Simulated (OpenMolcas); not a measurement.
# Worked example: vertical ionisation energy of ZrO2 (zirconia)

ZrO2: 3 atoms, total charge 0, spin state singlet. As SMILES, `[O]=[Zr]=[O]`. The coordinates come from a PBE0-D4/def2-TZVP relaxation.

```
atom    x (Å)    y (Å)    z (Å)
   O   0.6545   1.2525   0.3884
  Zr   0.3485  -0.4817   0.3518
   O  -1.0030  -0.7708  -0.7401
```

Both states at this one shape; open shells run unrestricted unless said. 1 Eh = 27.2114 eV.

```tsv
level	program	singlet ZrO2 (Eh)	doublet [ZrO2]+ (Eh)	HOMO of the first (eV)
HF/def2-SV(P) (core potential)	OpenMolcas	-196.088735	-195.817519	-10.43
HF/def2-TZVPP (core potential)	OpenMolcas	-196.333031	-196.059073	-10.45
HF/def2-QZVPP (RICD fitting, core potential)	OpenMolcas	-196.343195	-196.068529	-10.48
```

Q: Work out the vertical ionisation energy at each level.

A: 
1. HF/def2-SV(P) (core potential): -195.817519 − (-196.088735) = 0.271216 Eh = 7.38 eV; −ε(HOMO) = 10.43 eV.
2. HF/def2-TZVPP (core potential): -196.059073 − (-196.333031) = 0.273958 Eh = 7.45 eV; −ε(HOMO) = 10.45 eV.
3. HF/def2-QZVPP (RICD fitting, core potential): -196.068529 − (-196.343195) = 0.274666 Eh = 7.47 eV; −ε(HOMO) = 10.48 eV.

No measured value is set beside it here; the levels span 7.38 to 7.47 eV. In Hartree–Fock, −ε(HOMO) (Koopmans) exceeds the difference of totals by the orbital relaxation of the ion. Spin-orbit coupling, which splits open shells on such heavy atoms by tenths of an eV, is left out. The second state is spin-contaminated at HF/def2-SV(P) (core potential) (⟨S²⟩ = 1.10). The second state is spin-contaminated at HF/def2-TZVPP (core potential) (⟨S²⟩ = 1.08). The second state is spin-contaminated at HF/def2-QZVPP (RICD fitting, core potential) (⟨S²⟩ = 1.08).
